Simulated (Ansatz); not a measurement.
BCl2(OH) (BCl₂OH), relaxed as a singlet with RKS PBE0-D4/def2-TZVP in Ansatz, starting from the GFN2-xTB geometry. Force threshold 0.02 eV/Å.

Start:

Cartesian coordinates in Å:
```
B -0.059 0.066 0.310
Cl 0.172 1.118 1.651
Cl -1.045 -1.370 0.487
O 0.524 0.377 -0.842
H 0.408 -0.190 -1.607
```

(1) Estimate the energy that the relaxation releases and the steps that it takes.

(2) Does the start keep its bonding and symmetry?

(3) Predict the relaxed structure.

Answers

(1) 0.7 kcal/mol, in 6 steps; 4.6 s on 4 threads of Intel Xeon Platinum 8488C on a shared host. No frequencies were taken in this run, so the end may be a saddle point.

(2) By distances, no bond broke or formed. The bond that changes most is B1–Cl2, from 1.72 to 1.75 Å (atoms count from 1). Point group Cs at the start, Cs at the end, both within 0.05 Å.

(3) 
```xyz
5

B    -0.049    0.078    0.299
Cl    0.171    1.126    1.676
Cl   -1.035   -1.374    0.451
O     0.543    0.400   -0.860
H     0.370   -0.230   -1.566
```
Bond lengths: 2 × B–Cl 1.75 to 1.76 Å; 1 × B–O 1.34 Å; 1 × H–O 0.96 Å.
